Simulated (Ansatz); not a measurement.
`[NH]=[W](=[NH])([Cl])[Cl]` + H₂O → `[NH]=[W](=[NH])([OH])[Cl]` + HCl  (formal hydrolysis of a W–Cl bond)

Calculated with Ansatz (gas phase, PBE0-D4/def2-TZVP geometries, no zero-point term in ΔE). CCSD(T)/CBS adds triple-zeta CCSD(T) − MP2 to the extrapolated MP2 energy (def2 sets, frozen cores). This one scheme is used for every species. DFT in def2-TZVPP. Elements past krypton have def2 core potentials. For W outer-core shells are correlated without core-valence functions, which leaves a few kJ/mol of doubt a bond. One conformer a species, not always the lowest.

```json
{"level": "CAM-B3LYP", "ΔE (kJ/mol)": "22.0"}
{"level": "HF/def2-SVP", "ΔE (kJ/mol)": "28.4"}
{"level": "HF/def2-TZVPP", "ΔE (kJ/mol)": "27.7"}
{"level": "MP2/CBS(def2)", "ΔE (kJ/mol)": "54.4"}
```

Q: What does CCSD(T)/CBS give? (Estimate.)

A: Computed: +37.9 kJ/mol. The listed levels differ from it by -15.9, -9.5, -10.2, 16.5 kJ/mol.

Largest T1 diagnostic among the species: 0.020.

From PBE to PBE0 (25 % exact exchange), in def2-TZVPP and without D4, ΔE moves by +3.2 kJ/mol. In def2-TZVPP, CCSD(T) changes the Hartree–Fock value by +5.0 kJ/mol (the triples alone add +2.3 kJ/mol) and MP2 by +21.5 kJ/mol. The D4 term adds +3.2 kJ/mol with B3LYP and +1.7 kJ/mol with PBE0; it sums over pairs of atoms, weighted by their polarisabilities, and B3LYP, whose exchange is more repulsive, gets the larger term.

B3LYP here is the variant with VWN-RPA as its local correlation; programs differ in this.
